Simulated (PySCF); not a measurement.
PySCF input for 4-fluoro-1,3-thiazole (C3H2FNS), SMILES Fc1cscn1, PBE-D3(BJ)/def2-SVP. The structure is a stationary point at PBE-D3(BJ)/def2-SVP.

```python
import numpy as np
from pyscf import gto, scf, dft, df
from pyscf.hessian import thermo

mol = gto.M(
    atom='''
    F    -0.20627714    2.30458307    0.00000000
    C    -0.04310831    0.98363307    0.00000000
    C    -1.08809523    0.07827654    0.00000000
    S    -0.42788395   -1.52054344    0.00000000
    C     1.17645185   -0.82740901    0.00000000
    N     1.21885605    0.48297117    0.00000000
    H    -2.16490920    0.27633626    0.00000000
    H     2.06406439   -1.47669071    0.00000000
    ''',
    basis='def2-SVP',
    charge=0,
    spin=0,
    max_memory=1600,
    verbose=3,
)
mf = dft.RKS(mol, xc='pbe').density_fit(auxbasis='def2-universal-jkfit')
mf.disp = 'd3bj'
mf.grids.level = 3
mf.conv_tol = 1e-11
mf.max_cycle = 100
mf.kernel()

# [left out here: the lines that compute and print the analytic Hessian (its translational invariance restored by hand, since the grid's response is missing), thermochemistry and intensities]
```

Log of the run:

```
converged SCF energy = -667.509921374535

WARN: DFTD3 does not support analytical Hessian, using finite difference


WARN: Mole.unit (angstrom) is changed to Bohr

Mode                                 0                   1                   2
Irrep
Freq [cm^-1]                      265.5302            419.5328            491.4022
Reduced mass [au]                  10.7647              9.8180              4.8672
Force const [Dyne/A]                0.4472              1.0181              0.6925
Char temp [K]                     382.0389            603.6143            707.0183
Normal mode                   x     y     z       x     y     z       x     y     z
       0   F                -0.00 -0.00  0.12    0.14  0.05  0.00   -0.00 -0.00  0.03
       1   C                 0.00 -0.00 -0.10   -0.10  0.02 -0.00    0.00 -0.00 -0.09
       2   C                 0.00 -0.00 -0.16   -0.07 -0.04 -0.00   -0.00  0.00  0.11
       3   S                -0.00  0.00  0.06    0.03 -0.05  0.00    0.00  0.00 -0.05
       4   C                -0.00  0.00  0.02   -0.02  0.04  0.00    0.00 -0.00  0.17
       5   N                 0.00  0.00 -0.09   -0.10  0.03 -0.00   -0.00 -0.00 -0.11
       6   H                 0.00  0.00 -0.16   -0.09 -0.15 -0.00   -0.00  0.00  0.23
       7   H                -0.00  0.00  0.07    0.03  0.11  0.00    0.00 -0.00  0.30
Mode                                 3                   4                   5
Irrep
Freq [cm^-1]                      554.1842            656.6420            668.1430
Reduced mass [au]                  16.9786              1.5702             10.2105
Force const [Dyne/A]                3.0723              0.3989              2.6856
Char temp [K]                     797.3477            944.7617            961.3090
Normal mode                   x     y     z       x     y     z       x     y     z
       0   F                 0.04 -0.12  0.00    0.00 -0.00  0.01    0.04 -0.10  0.00
       1   C                -0.04 -0.08 -0.00    0.00 -0.00 -0.13    0.01 -0.04 -0.00
       2   C                -0.09 -0.01 -0.00    0.00 -0.00 -0.04    0.00 -0.02  0.00
       3   S                 0.04  0.11  0.00   -0.00 -0.00  0.00   -0.07 -0.04 -0.00
       4   C                 0.00 -0.01 -0.00    0.00  0.00 -0.01    0.04  0.14 -0.00
       5   N                -0.03 -0.01  0.00    0.00  0.00  0.10    0.06  0.13  0.00
       6   H                -0.09 -0.04 -0.00    0.00  0.00  0.74    0.03  0.11 -0.00
       7   H                -0.01 -0.02 -0.00    0.00  0.00 -0.24    0.05  0.15  0.00
Mode                                 6                   7                   8
Irrep
Freq [cm^-1]                      687.0328            769.2873            818.2513
Reduced mass [au]                   3.1219              1.2518              4.7799
Force const [Dyne/A]                0.8682              0.4365              1.8856
Char temp [K]                     988.4872           1106.8332           1177.2814
Normal mode                   x     y     z       x     y     z       x     y     z
       0   F                -0.00  0.00  0.03    0.00 -0.00 -0.01   -0.00  0.04  0.00
       1   C                 0.00  0.00 -0.17    0.00  0.00  0.07   -0.03 -0.00 -0.00
       2   C                 0.00  0.00  0.11    0.00 -0.00 -0.06    0.01 -0.06 -0.00
       3   S                 0.00  0.00  0.01    0.00  0.00  0.00   -0.06  0.03  0.00
       4   C                -0.00 -0.00 -0.10   -0.00  0.00 -0.09    0.21 -0.03 -0.00
       5   N                -0.00 -0.00  0.09   -0.00 -0.00 -0.01   -0.04 -0.04  0.00
       6   H                -0.00 -0.00 -0.37    0.00 -0.00  0.39   -0.02 -0.22  0.00
       7   H                -0.00 -0.00  0.35   -0.00 -0.00  0.79    0.30  0.08  0.00
Mode                                 9                  10                  11
Irrep
Freq [cm^-1]                      867.5536            963.3858           1113.5982
Reduced mass [au]                   3.3409              3.6514              1.5951
Force const [Dyne/A]                1.4815              1.9967              1.1655
Char temp [K]                    1248.2164           1386.0977           1602.2199
Normal mode                   x     y     z       x     y     z       x     y     z
       0   F                -0.01 -0.01  0.00    0.01 -0.07 -0.00   -0.01 -0.06  0.00
       1   C                -0.02 -0.01 -0.00    0.02  0.03 -0.00    0.04  0.07 -0.00
       2   C                -0.13  0.16 -0.00    0.14  0.04  0.00   -0.00  0.14 -0.00
       3   S                 0.02 -0.05  0.00    0.00  0.00 -0.00   -0.00 -0.02  0.00
       4   C                 0.10 -0.02 -0.00   -0.01  0.01 -0.00   -0.02 -0.01  0.00
       5   N                 0.00 -0.03 -0.00   -0.17 -0.02  0.00   -0.00 -0.01 -0.00
       6   H                -0.09  0.46  0.00    0.20  0.32 -0.00   -0.16 -0.70 -0.00
       7   H                 0.15  0.03  0.00    0.15  0.23 -0.00    0.16  0.24  0.00
Mode                                12                  13                  14
Irrep
Freq [cm^-1]                     1219.8930           1377.0035           1461.6873
Reduced mass [au]                   1.4394              7.9622              8.7570
Force const [Dyne/A]                1.2620              8.8952             11.0234
Char temp [K]                    1755.1545           1981.2015           2103.0425
Normal mode                   x     y     z       x     y     z       x     y     z
       0   F                 0.01 -0.04  0.00    0.01 -0.04  0.00    0.01 -0.03  0.00
       1   C                -0.05  0.07 -0.00   -0.21  0.10 -0.00    0.01  0.09 -0.00
       2   C                 0.05  0.06  0.00    0.06  0.01 -0.00   -0.03 -0.04 -0.00
       3   S                -0.00 -0.01  0.00    0.00  0.01  0.00   -0.00 -0.00  0.00
       4   C                 0.09  0.02 -0.00   -0.02 -0.02  0.00   -0.00 -0.20 -0.00
       5   N                -0.04  0.03  0.00    0.11 -0.06 -0.00   -0.01  0.16  0.00
       6   H                 0.02 -0.12 -0.00    0.09  0.09 -0.00   -0.01  0.11 -0.00
       7   H                -0.42 -0.69  0.00    0.11  0.15  0.00    0.17  0.01  0.00
Mode                                15                  16                  17
Irrep
Freq [cm^-1]                     1546.3536           3159.8109           3213.0420
Reduced mass [au]                   9.7755              1.0952              1.0966
Force const [Dyne/A]               13.7723              6.4429              6.6703
Char temp [K]                    2224.8585           4546.2644           4622.8521
Normal mode                   x     y     z       x     y     z       x     y     z
       0   F                 0.00  0.05 -0.00    0.00 -0.00  0.00    0.00  0.00 -0.00
       1   C                -0.09 -0.19  0.00   -0.00  0.00 -0.00   -0.00 -0.00  0.00
       2   C                 0.09  0.11  0.00    0.00  0.00 -0.00    0.08 -0.01  0.00
       3   S                -0.00 -0.00 -0.00   -0.00 -0.00  0.00   -0.00  0.00 -0.00
       4   C                -0.01 -0.07 -0.00    0.07 -0.05 -0.00   -0.00  0.00  0.00
       5   N                 0.00  0.08  0.00    0.00  0.00  0.00   -0.00  0.00  0.00
       6   H                 0.07 -0.13  0.00   -0.02  0.00 -0.00   -0.94  0.17 -0.00
       7   H                 0.04 -0.01 -0.00   -0.77  0.56 -0.00    0.01 -0.01 -0.00
temperature 298.1500 [K]
pressure 101325.00 [Pa]
Rotational constants [GHz] 7.50977 2.52122 1.88753
Symmetry number 1
Zero-point energy (ZPE) 0.04614 [Eh]   121135.857 [J/mol]
                           tot       elec      trans        rot        vib
Entropy [J/mol/K]       301.281      0.000    166.563    111.295     23.424
Cv [J/mol/K]             71.960      0.000     12.472     12.472     47.016
Cp [J/mol/K]             80.274      0.000     20.786     12.472     47.016
Internal energy [J/mol]                      3718.434   3718.434 126046.727
Internal energy [Eh]   -667.45908  -667.50992
Enthalpy [J/mol]                             6197.391   3718.434 126046.727
Enthalpy [Eh]          -667.45814
Gibbs free energy [J/mol]                  -43463.239 -29464.176 119062.982
Gibbs free energy [Eh] -667.49235
mode   freq/cm-1   IR/(km/mol)
   1      265.53         0.340
   2      419.53         0.360
   3      491.40         1.003
   4      554.18         2.259
   5      656.64         6.251
   6      668.14         6.107
   7      687.03         7.131
   8      769.29        52.795
   9      818.25         9.153
  10      867.55        19.980
  11      963.39        29.888
  12     1113.60        13.501
  13     1219.89         8.097
  14     1377.00        93.906
  15     1461.69        16.681
  16     1546.35       221.901
  17     3159.81         0.693
  18     3213.04         7.491
max |gradient| / (hartree/bohr): 3.854776632765579e-05
APT charges: [-0.4812  0.6829 -0.1716 -0.0086  0.2461 -0.467   0.119   0.0805]
```

The run converged.
